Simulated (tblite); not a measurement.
Compound: C5H4F2O3.
SMILES with atom numbers: `[OH:1][c:2]1[cH:3][cH:4][c:5]([O:6][CH:7]([F:8])[F:9])[o:10]1` (hydrogens: H11 on O1; H12 on C3; H13 on C4; H14 on C7)

Computed with GFN2-xTB (tblite), gas phase: L-BFGS steps from a force-field or distance-geometry start until the largest atomic force falls under 0.01 eV/Å.

At the end of the run (lengths in Å): O6–C7 1.356, C5–O6 1.368, O1–C2 1.338, C7–F8 1.337, C3–C4 1.427, C3–H12 1.068, C4–C5 1.353, O1–C2–O10 118.0°, O1–C2–C3 131.0°, O6–C5–O10 119.2°, C4–C5–O6 129.5°, C4–C5–O6–C7 173°, C5–O6–C7–F8 -163°, H14–C7–O6–C5 -41°, H13–C4–C5–O6 -1°.

Question: These geometries were met on the way; a selection of coordinates is given. Order them by energy above the end point, lowest first.
A. O6–C7 1.360, C5–O6 1.368, O1–C2 1.338, C7–F8 1.335, C3–C4 1.428, C3–H12 1.069, C4–C5 1.354, O1–C2–O10 116.6°, O1–C2–C3 132.5°, O6–C5–O10 117.5°, C4–C5–O6 130.9°, C4–C5–O6–C7 -177°, C5–O6–C7–F8 -172°, H14–C7–O6–C5 -50°, H13–C4–C5–O6 -1°
B. O6–C7 1.420, C5–O6 1.323, O1–C2 1.304, C7–F8 1.363, C3–C4 1.402, C3–H12 1.092, C4–C5 1.376, O1–C2–O10 114.0°, O1–C2–C3 135.4°, O6–C5–O10 118.1°, C4–C5–O6 131.9°, C4–C5–O6–C7 180°, C5–O6–C7–F8 -173°, H14–C7–O6–C5 -53°, H13–C4–C5–O6 3°
C. O6–C7 1.358, C5–O6 1.371, O1–C2 1.340, C7–F8 1.333, C3–C4 1.432, C3–H12 1.067, C4–C5 1.351, O1–C2–O10 115.4°, O1–C2–C3 134.2°, O6–C5–O10 117.6°, C4–C5–O6 131.8°, C4–C5–O6–C7 -177°, C5–O6–C7–F8 -172°, H14–C7–O6–C5 -51°, H13–C4–C5–O6 -1°
D. O6–C7 1.369, C5–O6 1.391, O1–C2 1.354, C7–F8 1.339, C3–C4 1.447, C3–H12 1.069, C4–C5 1.339, O1–C2–O10 113.0°, O1–C2–C3 134.0°, O6–C5–O10 115.9°, C4–C5–O6 131.2°, C4–C5–O6–C7 -179°, C5–O6–C7–F8 -173°, H14–C7–O6–C5 -53°, H13–C4–C5–O6 3°
E. O6–C7 1.362, C5–O6 1.368, O1–C2 1.334, C7–F8 1.336, C3–C4 1.428, C3–H12 1.074, C4–C5 1.358, O1–C2–O10 114.1°, O1–C2–C3 134.7°, O6–C5–O10 117.0°, C4–C5–O6 132.2°, C4–C5–O6–C7 -179°, C5–O6–C7–F8 -173°, H14–C7–O6–C5 -52°, H13–C4–C5–O6 2°

Answer: A (0.017 eV), C (0.031 eV), E (0.056 eV), D (0.107 eV), B (0.252 eV).

```csv
step,E above end (eV),"rms distance from the end, all atoms (Å)",largest force (eV/Å),rms shift of all bonds from the end (Å)
9,0.017,0.097,0.154,0.002
6,0.031,0.106,0.215,0.003
3,0.056,0.115,0.343,0.004
1,0.107,0.118,1.768,0.013
0,0.252,0.121,2.793,0.027
```

Rows stand in the order of the answer.
